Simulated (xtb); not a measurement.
As (SMILES [As]), quartet; GFN2-xTB (xtb).

xtb was given this input:
```
$ xtb mol.xyz --gfn 2 --uhf 3 --grad --json

# file mol.xyz
1

As     0.00000000     0.00000000     0.00000000
```

Question: What does xtb print? Leave out banner, timings and long lists.

Answer: 
```
   ID    Z sym.   atoms
    1   33 As     1

           -------------------------------------------------
          |                Calculation Setup                |
           -------------------------------------------------

           -------------------------------------------------
          |                 G F N 2 - x T B                 |
           -------------------------------------------------

          ...................................................
          :                      SETUP                      :
          :.................................................:
          :  # basis functions                  10          :
          :  # atomic orbitals                   9          :
          :  # shells                            3          :
          :  # electrons                         5          :
          :  max. iterations                   250          :
          :  Hamiltonian                  GFN2-xTB          :
          :  restarted?                      false          :
          :  GBSA solvation                  false          :
          :  PC potential                    false          :
          :  electronic temp.          300.0000000     K    :
          :  accuracy                    1.0000000          :
          :  -> integral cutoff          0.2500000E+02      :
          :  -> integral neglect         0.1000000E-07      :
          :  -> SCF convergence          0.1000000E-05 Eh   :
          :  -> wf. convergence          0.1000000E-03 e    :
          :  Broyden damping             0.4000000          :
          :  net charge                          0          :
          :  unpaired electrons                  3          :
          ...................................................

 iter      E             dE          RMSdq      gap      omega  full diag
   1     -2.2357977 -0.223580E+01  0.707E+00    9.03       9.0  T
   2     -2.2357977  0.000000E+00  0.566E+00    9.05       9.0  T
   3     -2.2357977  0.000000E+00  0.436E+00    9.09       9.1  T
   4     -2.2357977  0.000000E+00  0.348E+00    9.13       9.1  T
   5     -2.2357977  0.000000E+00  0.279E+00    9.17       9.2  T
   6     -2.2357977  0.000000E+00  0.223E+00    9.21       9.2  T
   7     -2.2357977  0.000000E+00  0.178E+00    9.24       9.2  T
   8     -2.2357977  0.000000E+00  0.143E+00    9.27       9.3  T
   9     -2.2357977  0.000000E+00  0.114E+00    9.30       9.3  T
[...]
         :: total energy              -2.235797655243 Eh    ::
[...]

         #    Occupation            Energy/Eh            Energy/eV
      -------------------------------------------------------------
         1        2.0000           -0.5724586             -15.5774
         2        1.0000           -0.2973351              -8.0909
         3        1.0000           -0.2973351              -8.0909
         4        1.0000           -0.2973351              -8.0909 (HOMO)
         5                          0.0484926               1.3196 (LUMO)
         6                          0.0484926               1.3196
         7                          0.0484926               1.3196
         8                          0.0484926               1.3196
         9                          0.0484926               1.3196
      -------------------------------------------------------------
                  HL-Gap            0.3458277 Eh            9.4105 eV
             Fermi-level           -0.2796590 Eh           -7.6099 eV

     #   Z          covCN         q      C6AA      α(0)
     1  33 As       0.000     0.000   264.704    30.961

 Mol. C6AA /au·bohr⁶  :        264.703639
 Mol. C8AA /au·bohr⁸  :      20388.141748
 Mol. α(0) /au        :         30.961011

Wiberg/Mayer (AO) data.
largest (>0.10) Wiberg bond orders for each atom

 ---------------------------------------------------------------------------
     #   Z sym  total        # sym  WBO       # sym  WBO       # sym  WBO
 ---------------------------------------------------------------------------
     1  33 As   0.000
 ---------------------------------------------------------------------------

molecular dipole:
                 x           y           z       tot (Debye)
 q only:        0.000       0.000       0.000
   full:        0.000       0.000       0.000       0.000
molecular quadrupole (traceless):
                xx          xy          yy          xz          yz          zz
 q only:        0.000       0.000       0.000       0.000       0.000       0.000
  q+dip:        0.000       0.000       0.000       0.000       0.000       0.000
   full:        0.000       0.000       0.000       0.000       0.000       0.000

           -------------------------------------------------
          | TOTAL ENERGY               -2.235797655243 Eh   |
          | GRADIENT NORM               0.000000000000 Eh/α |
          | HOMO-LUMO GAP               9.410451337212 eV   |
           -------------------------------------------------

normal termination of xtb
```
